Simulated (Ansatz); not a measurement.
Geometry optimisation, RHF/def2-SVP (Ansatz).

Input:

```yaml
crystal:
  periodic: [false, false, false]
  atoms:
    - { symbol: O, position_ang: [0.8493, 2.1167, -0.1887] }
    - { symbol: B, position_ang: [1.1779, 0.9677, 0.5524] }
    - { symbol: S, position_ang: [1.59155, 1.14021, 2.38935] }
    - { symbol: C, position_ang: [3.30418, 1.21113, 2.19193] }
    - { symbol: S, position_ang: [3.84356, 2.92663, 1.68883] }
    - { symbol: H, position_ang: [-0.1773, 2.2565, -0.0681] }
    - { symbol: H, position_ang: [1.10935, -0.11185, 0.04526] }
    - { symbol: H, position_ang: [3.818, 1.00282, 3.15069] }
    - { symbol: H, position_ang: [3.73954, 0.46428, 1.4015] }
    - { symbol: H, position_ang: [3.37904, 3.46726, 2.85997] }
basis:
  gaussian: { orbitals: def2-SVP }
hamiltonian:
  xc: hf
relax:
  f_tol: 0.015
  max_steps: 40
```

Command:

```bash
$ ansatz run input.yaml --threads 1 --pin off --max-ram 2048MiB --backend cpu --events-out ev --progress --plain --runs-dir out
```

Where does it end, and by what steps?

The run converged. After 14 steps the energy has fallen by 1.803 eV; H7 moved furthest, 1.47 Å.

| step | energy less start (eV) | largest force component (eV/Å) | accepted |
| --- | --- | --- | --- |
| 0 | 0.0000 | 3.953 | yes |
| 1 | -0.5136 | 2.035 | yes |
| 2 | -0.7506 | 1.535 | yes |
| 3 | -0.9998 | 2.169 | yes |
| 4 | -1.3245 | 1.352 | yes |
| 5 | -1.5775 | 0.721 | yes |
| 6 | -1.6694 | 0.395 | yes |
| 7 | -1.7283 | 0.668 | yes |
| 8 | -1.7767 | 0.295 | yes |
| 9 | -1.7973 | 0.086 | yes |
| 10 | -1.7454 | 0.567 | no |
| 11 | -1.7997 | 0.339 | yes |
| 12 | -1.8022 | 0.087 | yes |
| 13 | -1.8023 | 0.039 | yes |
| 14 | -1.8026 | 0.007 | yes |

```xyz
10
Properties=species:S:1:pos:R:3
O 0.004 1.491 -0.205
B 1.207 1.276 0.347
S 1.473 1.513 2.141
C 3.256 1.195 2.331
S 4.376 2.478 1.707
H -0.679 1.797 0.371
H 2.103 0.901 -0.348
H 3.425 1.032 3.392
H 3.528 0.283 1.806
H 3.942 3.475 2.481
```

Whether the end is a true minimum wasn't checked by a vibrational analysis.

Time of the run: 44 s on 1 thread of Intel(R) Xeon(R) Processor @ 2.70GHz (shared host), peak memory 0.22 GiB.
